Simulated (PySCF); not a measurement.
# Computed properties of Mo(CO)6 (C6MoO6), SMILES [O+]#[C-]->[Mo](<-[C-]#[O+])(<-[C-]#[O+])(<-[C-]#[O+])(<-[C-]#[O+])<-[C-]#[O+], multiplicity 1

C6MoO6, SMILES [O+]#[C-]->[Mo](<-[C-]#[O+])(<-[C-]#[O+])(<-[C-]#[O+])(<-[C-]#[O+])<-[C-]#[O+], multiplicity 1. The structure is a stationary point at PBE0-D3(BJ)/def2-SVP. The multiplicity is an assumed one; other spin states were not compared. The isomer is the one that the SMILES or the coordinates give; other isomers of the formula were not compared. The def2 effective core potentials stand for the cores of Mo; spin–orbit coupling is left out. The values are those of a single conformer. All values are computed for the isolated molecule unless a solvent is named; none is compared with measurement here.

**Structure.** The optimised structure has Oh symmetry. All 33 harmonic modes at PBE0-D3(BJ)/def2-SVP (PySCF) are real, so it is a minimum. With heavy atoms numbered as in [Mo:1](<-[C-:3]#[O+:2])(<-[C-:5]#[O+:4])(<-[C-:7]#[O+:6])(<-[C-:9]#[O+:8])(<-[C-:11]#[O+:10])<-[C-:13]#[O+:12], the shortest bond between them is O2–C3 at 1.141 Å and the longest Mo1–C13 at 2.053 Å.

**Vibrations.** The strongest infrared lines (harmonic, unscaled, degenerate partners summed) lie at 2130 cm⁻¹ (6077 km/mol, C 57 %, O 43 %), 648 cm⁻¹ (420 km/mol, C 71 %, Mo 20 %, O 9 %), 401 cm⁻¹ (148 km/mol, O 38 %, C 36 %, Mo 25 %). The softest mode is at 62 cm⁻¹ and the zero-point energy is 31.9 kcal/mol.

**Electronic structure.** B3LYP/def2-SVP (PySCF) places the frontier levels at -6.94 and -1.91 eV, a gap of 5.03 eV, and gives a dipole moment of 0.00 D and a mean polarisability of 124.5 bohr³. PBE/def2-SVP (PySCF) at the same geometry gives -6.26 and -2.57 eV, so its gap is 1.34 eV narrower. An orbital gap is neither the optical nor the fundamental gap.

**Excitations.** TDDFT-ωB97X/def2-SVP (PySCF) has S1 at 3.91 eV (317 nm, f = 0.000, dark); the most intense of the 10 singlets computed lies at 4.62 eV (f = 0.14). Strengths of degenerate partners are summed. T1 (TDA) is at 3.81 eV. TDDFT-PBE/def2-SVP (PySCF) puts S1 at 3.70 eV. No vertical singlet excitation falls in the visible range (under 3.1 eV).
